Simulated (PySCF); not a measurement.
C₂F₃, SMILES F[C]=C(F)F (connectivity only; charge and spin as stated), charge +1, multiplicity 1. The structure is a stationary point at B3LYP-D3(BJ)/def2-SVP. The spin state was assumed, not searched. The isomer is the one that the SMILES or the coordinates give; other isomers of the formula were not compared.

Computed with B3LYP-D3(BJ)/def2-SVP (PySCF).

Harmonic wavenumbers (cm⁻¹): 161, 298, 483, 489, 615, 841, 1403, 1520, 1739. Rotational constants (GHz): 10.70, 3.768, 2.879; symmetry number 1.

Q: Work out the zero-point energy and the ideal-gas rigid-rotor harmonic-oscillator thermochemistry at 298.15 K and 1 atm.

A: ZPE = ½ Σ hcν = ½ × 7548 cm⁻¹ = 45.15 kJ/mol. H − E(el) = 59.66 kJ/mol. Entropy in J/(mol K): translation 163.55, rotation 106.40, vibration 25.05, total 295.00. G − E(el) = -28.30 kJ/mol. Cp = 66.41 J/(mol K).
